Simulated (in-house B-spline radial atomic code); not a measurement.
The numbers below are computed, except where a source is named.
**P in an electron gas of r_s = 1.8: phase shifts, screening and friction**

A nucleus sits in a uniform electron gas with a rigid positive background. The Kohn-Sham equations are solved self-consistently in the spin-unpolarised LDA (PW92), non-relativistic, on B-splines with outgoing waves at the boundary and partial waves to l = 8. The model has no lattice, no bands and no magnetic solution. Atomic units; δ_l are the phase shifts at the Fermi level, counted so that each bound state adds π, and good to about 0.0005.

The density parameter is r_s = 1.8 bohr.

```json
{"l": "0", "δ_l (rad)": "6.9935"}
{"l": "1", "δ_l (rad)": "4.4547"}
{"l": "2", "δ_l (rad)": "0.5251"}
{"l": "3", "δ_l (rad)": "0.0606"}
{"l": "4", "δ_l (rad)": "0.0126"}
{"l": "5", "δ_l (rad)": "0.0030"}
{"l": "6", "δ_l (rad)": "0.0008"}
{"l": "7", "δ_l (rad)": "0.0003"}
{"l": "8", "δ_l (rad)": "0.0001"}
```

Bound levels below the band bottom (hartree): s -75.37, s -5.713, p -3.954, s -0.1032.

Question: Check the Friedel sum rule, and say where the screening charge sits.

Answer: k_F = (9π/4)^(1/3)/r_s = 1.06620. The rule is Z = (2/π) Σ (2l + 1) δ_l. The terms are s 4.452, p 8.508, d 1.671, f 0.270 and 0.104 beyond, in all 15.005 against Z = 15. Bound states hold 6 s, 6 p, 0 d electrons, so the scattering states carry 3.01 in all; where a term is smaller than its bound count, the bound level has drawn weight out of the band.

Question: Find the transport cross section and the electronic stopping of a 5 keV P ion (mass 30.97 u).

Answer: σ_tr = (4π/k_F²) Σ (l + 1) sin²(δ_l − δ_(l+1)). The terms for l = 0 to 3 are 0.3214, 1.0052, 0.6020, 0.0092, all together 1.9384, so σ_tr = 11.054 × 1.9384 = 21.428 bohr². With n = 3/(4π r_s³) = 0.04093, the friction coefficient is Q = n k_F σ_tr = 0.9352. For v well below v_F = 1.066, dE/dx = Q v; with 24801 eV per u at v = 1, v = √(5000/(24801 × 30.97)) = 0.0807, so dE/dx = 0.07545 hartree/bohr = 38.8 eV/nm. The largest term couples the p and d waves.
